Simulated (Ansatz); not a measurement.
Calculated with Ansatz (gas phase, PBE0-D4/def2-TZVP geometries, no zero-point term in ΔE). CBS: MP2 limit from def2 TZ/QZ plus the TZ coupled-cluster correction, frozen cores. This one scheme is used for every species. Functionals use def2-TZVPP. For Ge outer-core shells are correlated without core-valence functions, which leaves a few kJ/mol of doubt a bond. Scalar relativity is left out up to krypton. One conformer a species, not always the lowest.

Consider the ligand exchange at a Ge–O bond: `[OH][GeH]([OH])[OH]` + H–F → `[OH][GeH]([OH])[F]` + H₂O.

(1) Is it downhill or uphill in electronic energy at CCSD(T)/CBS, and by how much? (Best estimate.)

(2) What do these levels give: CAM-B3LYP-D4, r2SCAN0, BHLYP, CAM-B3LYP, MP2/def2-SVP, CCSD/CBS(def2)? (An estimate is asked.)

Largest T1 diagnostic among the species: 0.012.

Results:

(1) The calculation gave: Downhill: ΔE = -7.2 kcal/mol.

(2) The calculation gave: CAM-B3LYP-D4 -8.6, r2SCAN0 -8.2, BHLYP -9.0, CAM-B3LYP -9.0, MP2/def2-SVP -8.5, CCSD/CBS(def2) -7.4 kcal/mol.

In def2-TZVPP, CCSD(T) changes the Hartree–Fock value by +2.3 kcal/mol (the triples alone add +0.3 kcal/mol) and MP2 by +2.8 kcal/mol. Leaving LDA and LC-ωPBE aside and taking each functional with its dispersion term where it has one, the values, not all of them listed here, spread over 1.9 kcal/mol, from B97M-V to PBE-QIDH. LDA lies +1.3 kcal/mol from PBE without D4. At CCSD(T), def2-SVP lies −1.7 kcal/mol from the extrapolated value and def2-TZVPP +0.0 kcal/mol.
